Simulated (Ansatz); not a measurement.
A run for Ansatz (an electronic-structure program): U-B3LYP-D3(BJ)/def2-TZVP on H3O3Si (SMILES O[Si](O)O).

Ansatz 0.2 input:
```yaml
crystal:
  periodic: [false, false, false]
  atoms:
    - {symbol: O, position_ang: [-0.57300000, 0.49360000, -1.33240000]}
    - {symbol: Si, position_ang: [-0.44690000, -0.34410000, 0.06780000]}
    - {symbol: O, position_ang: [-0.35300000, 0.72670000, 1.30180000]}
    - {symbol: O, position_ang: [0.94280000, -1.20730000, 0.02810000]}
    - {symbol: H, position_ang: [-1.00320000, 1.34420000, -1.31790000]}
    - {symbol: H, position_ang: [0.16420000, 0.49500000, 2.06830000]}
    - {symbol: H, position_ang: [1.26900000, -1.50800000, -0.81570000]}
basis:
  gaussian:
    orbitals: def2-TZVP
hamiltonian:
  xc: b3lyp
  dispersion: d3bj
magnetization: {spin_polarized: true, initial_magnetization: 1}
relax: {f_tol: 0.004, max_steps: 120}
```

Program output:

```
WARN ansatz: RAYON_NUM_THREADS=4 ignored (pool sized by the plan → 4); use --threads N
Functional definition: B3LYP
integrals: 0.05 GiB planned
846 factors; their error is unknown
mean field: 0.72 GiB planned
mean field evaluation 1: about -14060.0901 eV, gradient 6.7e1 eV
mean field evaluation 2: about -14030.9631 eV, gradient 1.1e2 eV
mean field evaluation 4: about -14073.7575 eV, gradient 2.0e0 eV
mean field evaluation 8: about -14073.8084 eV, gradient 3.2e-2 eV
mean field evaluation 16: about -14073.8084 eV, gradient 5.2e-5 eV
mean field -14073.80841631 eV, -517.2029197294 hartree, gradient 5.2e-5 eV, S^2 0.751565; 0 other end points of the search recorded, 0 dependent functions left out
the calculation of the forces begins
reference -14073.80863066 eV, -517.2029276065 hartree; 21, 20 occupied and 127, 128 virtual orbitals, 846 factors
relax step   1: F+E_penalty+E_count = -14074.01076382 eV  Δ(F+E_penalty+E_count) = +0.000e0 eV  max|allowed force component| = 3.898e-1 eV/Å  Δτ_max = 0.0000 Å  (29 SCF iters, accepted)
these checks for a lower state are left out or cut short: starts, cluster_reference, orbital_swaps, neighbouring_geometries, increment
integrals: 0.05 GiB planned
846 factors; their error is unknown
mean field: 0.72 GiB planned
mean field -14073.82174061 eV, -517.2034093883 hartree, gradient 8.5e-6 eV, S^2 0.751597; 0 other end points of the search recorded, 0 dependent functions left out
the calculation of the forces begins
reference -14073.82195638 eV, -517.2034173178 hartree; 21, 20 occupied and 127, 128 virtual orbitals, 846 factors
relax step   2: F+E_penalty+E_count = -14074.02345727 eV  Δ(F+E_penalty+E_count) = -1.269e-2 eV  max|allowed force component| = 1.940e-1 eV/Å  Δτ_max = 0.0203 Å  (33 SCF iters, accepted)
these checks for a lower state are left out or cut short: starts, cluster_reference, orbital_swaps, neighbouring_geometries, increment
integrals: 0.05 GiB planned
846 factors; their error is unknown
mean field: 0.72 GiB planned
mean field -14073.82635181 eV, -517.2035788470 hartree, gradient 8.8e-6 eV, S^2 0.751636; 0 other end points of the search recorded, 0 dependent functions left out
the calculation of the forces begins
reference -14073.82656845 eV, -517.2035868083 hartree; 21, 20 occupied and 127, 128 virtual orbitals, 846 factors
relax step   3: F+E_penalty+E_count = -14074.02752161 eV  Δ(F+E_penalty+E_count) = -4.064e-3 eV  max|allowed force component| = 5.495e-2 eV/Å  Δτ_max = 0.0207 Å  (32 SCF iters, accepted)
these checks for a lower state are left out or cut short: starts, cluster_reference, orbital_swaps, neighbouring_geometries, increment
integrals: 0.05 GiB planned
846 factors; their error is unknown
mean field: 0.72 GiB planned
mean field evaluation 32: about -14073.7947 eV, gradient 6.3e-3 eV
mean field -14073.82815964 eV, -517.2036452834 hartree, gradient 8.6e-6 eV, S^2 0.751653; 0 other end points of the search recorded, 0 dependent functions left out
the calculation of the forces begins
reference -14073.82837649 eV, -517.2036532524 hartree; 21, 20 occupied and 127, 128 virtual orbitals, 846 factors
relax step   4: F+E_penalty+E_count = -14074.02916348 eV  Δ(F+E_penalty+E_count) = -1.642e-3 eV  max|allowed force component| = 7.906e-2 eV/Å  Δτ_max = 0.0146 Å  (32 SCF iters, accepted)
these checks for a lower state are left out or cut short: starts, cluster_reference, orbital_swaps, neighbouring_geometries, increment
integrals: 0.05 GiB planned
846 factors; their error is unknown
mean field: 0.72 GiB planned
mean field -14073.82742704 eV, -517.2036183610 hartree, gradient 1.8e-5 eV, S^2 0.751721; 0 other end points of the search recorded, 0 dependent functions left out
the calculation of the forces begins
reference -14073.82764491 eV, -517.2036263673 hartree; 21, 20 occupied and 127, 128 virtual orbitals, 846 factors
relax step   5: F+E_penalty+E_count = -14074.02775599 eV  Δ(F+E_penalty+E_count) = +1.407e-3 eV  max|allowed force component| = 4.941e-1 eV/Å  Δτ_max = 0.0765 Å  (31 SCF iters, rejected (line search))
these checks for a lower state are left out or cut short: starts, cluster_reference, orbital_swaps, neighbouring_geometries, increment
integrals: 0.05 GiB planned
846 factors; their error is unknown
mean field: 0.72 GiB planned
mean field -14073.83289450 eV, -517.2038192864 hartree, gradient 1.2e-5 eV, S^2 0.751675; 0 other end points of the search recorded, 0 dependent functions left out
the calculation of the forces begins
reference -14073.83311149 eV, -517.2038272605 hartree; 21, 20 occupied and 127, 128 virtual orbitals, 846 factors
relax step   6: F+E_penalty+E_count = -14074.03375296 eV  Δ(F+E_penalty+E_count) = -4.589e-3 eV  max|allowed force component| = 1.345e-1 eV/Å  Δτ_max = 0.0366 Å  (30 SCF iters, accepted)
these checks for a lower state are left out or cut short: starts, cluster_reference, orbital_swaps, neighbouring_geometries, increment
integrals: 0.05 GiB planned
846 factors; their error is unknown
mean field: 0.72 GiB planned
mean field -14073.84569504 eV, -517.2042896976 hartree, gradient 8.3e-6 eV, S^2 0.751676; 0 other end points of the search recorded, 0 dependent functions left out
the calculation of the forces begins
reference -14073.84591197 eV, -517.2042976694 hartree; 21, 20 occupied and 127, 128 virtual orbitals, 846 factors
relax step   7: F+E_penalty+E_count = -14074.04552167 eV  Δ(F+E_penalty+E_count) = -1.177e-2 eV  max|allowed force component| = 1.605e-1 eV/Å  Δτ_max = 0.1000 Å  (31 SCF iters, accepted)
these checks for a lower state are left out or cut short: starts, cluster_reference, orbital_swaps, neighbouring_geometries, increment
integrals: 0.05 GiB planned
846 factors; their error is unknown
mean field: 0.72 GiB planned
mean field evaluation 64: about -14073.8512 eV, gradient 1.1e-5 eV
mean field -14073.85115898 eV, -517.2044904934 hartree, gradient 1.1e-5 eV, S^2 0.751691; 0 other end points of the search recorded, 0 dependent functions left out
the calculation of the forces begins
reference -14073.85137559 eV, -517.2044984539 hartree; 21, 20 occupied and 127, 128 virtual orbitals, 846 factors
relax step   8: F+E_penalty+E_count = -14074.05071878 eV  Δ(F+E_penalty+E_count) = -5.197e-3 eV  max|allowed force component| = 5.046e-2 eV/Å  Δτ_max = 0.0575 Å  (31 SCF iters, accepted)
these checks for a lower state are left out or cut short: starts, cluster_reference, orbital_swaps, neighbouring_geometries, increment
integrals: 0.05 GiB planned
846 factors; their error is unknown
mean field: 0.72 GiB planned
mean field -14073.85212274 eV, -517.2045259112 hartree, gradient 8.9e-6 eV, S^2 0.751688; 0 other end points of the search recorded, 0 dependent functions left out
the calculation of the forces begins
reference -14073.85233929 eV, -517.2045338692 hartree; 21, 20 occupied and 127, 128 virtual orbitals, 846 factors
relax step   9: F+E_penalty+E_count = -14074.05152387 eV  Δ(F+E_penalty+E_count) = -8.051e-4 eV  max|allowed force component| = 6.560e-2 eV/Å  Δτ_max = 0.0289 Å  (32 SCF iters, accepted)
these checks for a lower state are left out or cut short: starts, cluster_reference, orbital_swaps, neighbouring_geometries, increment
integrals: 0.05 GiB planned
846 factors; their error is unknown
mean field: 0.72 GiB planned
mean field -14073.85255166 eV, -517.2045416737 hartree, gradient 8.6e-6 eV, S^2 0.751692; 0 other end points of the search recorded, 0 dependent functions left out
the calculation of the forces begins
reference -14073.85276822 eV, -517.2045496321 hartree; 21, 20 occupied and 127, 128 virtual orbitals, 846 factors
relax step  10: F+E_penalty+E_count = -14074.05204844 eV  Δ(F+E_penalty+E_count) = -5.246e-4 eV  max|allowed force component| = 3.458e-3 eV/Å  Δτ_max = 0.0115 Å  (32 SCF iters, accepted)
integrals: 0.05 GiB planned
846 factors; their error is unknown
mean field: 0.72 GiB planned
mean field evaluation 96: about -14073.8526 eV, gradient 5.9e-5 eV
mean field -14073.85255166 eV, -517.2045416736 hartree, gradient 5.3e-5 eV, S^2 0.751692; 1 other end points of the search recorded, 0 dependent functions left out
the calculation of the forces begins
reference -14073.85276822 eV, -517.2045496321 hartree; 21, 20 occupied and 127, 128 virtual orbitals, 846 factors
Total energy: -14074.05226500 eV, -517.2118810035 hartree
Atom 0 at    -0.472484     0.645199    -1.328478 Å, force    -0.003423    -0.000787    -0.000619 eV/Å
Atom 1 at    -0.319369    -0.245852     0.048462 Å, force     0.003459     0.002491    -0.000597 eV/Å
Atom 2 at    -0.184373     0.792679     1.319919 Å, force    -0.002346    -0.001580     0.002153 eV/Å
Atom 3 at     1.075949    -1.115208    -0.054951 Å, force    -0.001548    -0.003182    -0.000360 eV/Å
Atom 4 at    -1.222416     1.244195    -1.389642 Å, force    -0.000425     0.002750    -0.002748 eV/Å
Atom 5 at    -0.039081     0.412552     2.191316 Å, force     0.000986     0.002059     0.003099 eV/Å
Atom 6 at     1.161674    -1.733465    -0.786626 Å, force     0.003298    -0.001751    -0.000928 eV/Å
Dipole moment:    -0.241850    -0.186138     0.036643 e Å
```

Self-consistency was reached.

Cost: about 40 core-seconds (a rough figure).
